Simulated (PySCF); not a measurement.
NMR data simulated for an unnamed compound:

1H NMR (400 MHz, computed): δ 8.17 (d, 4H), 7.86 (m, 4H).

13C{1H} NMR (computed): δ 137.2 (C), 134.0 (CH), 131.5 (CH).

[PySCF: structure optimised with GFN2-xTB; shieldings: GIAO PBE0/pcSseg-1; isolated molecule; single conformer; rapidly exchanging positions averaged; no relativistic terms]

Chemical shifts δ = σref − σ; TMS for 1H and 13C, all at this level.

Problem. Which of these does the molecule contain: a benzene ring, a nitrile, a three-membered ring, a (CH3)2CH unit?

Solution. 
- A benzene ring: yes.
- A nitrile: no.
- A three-membered ring: no.
- A (CH3)2CH unit: no.

The data belong to `InChI=1S/C10H8/c1-2-6-10-8-4-3-7-9(10)5-1/h1-8H`; they needn't prove each group on their own.

Carbon signals by region: 3 in the sp2 and nitrile region (100–160 ppm).

Shifts are as computed. Against solution values, carbons near 30 ppm lie about +3 ppm off and those near 130 ppm about +5 ppm. Of 1211 compounds with measured shifts, 218 miss one by over three times the rms of a fit or turn the order of signals round; such compounds aren't used in these exercises. No couplings were computed; multiplicities are counted from neighbouring protons, with m where these are inequivalent, close in shift, in a saturated or five-membered ring or joined by F or P, and br s for small geminal =CH2 splittings.
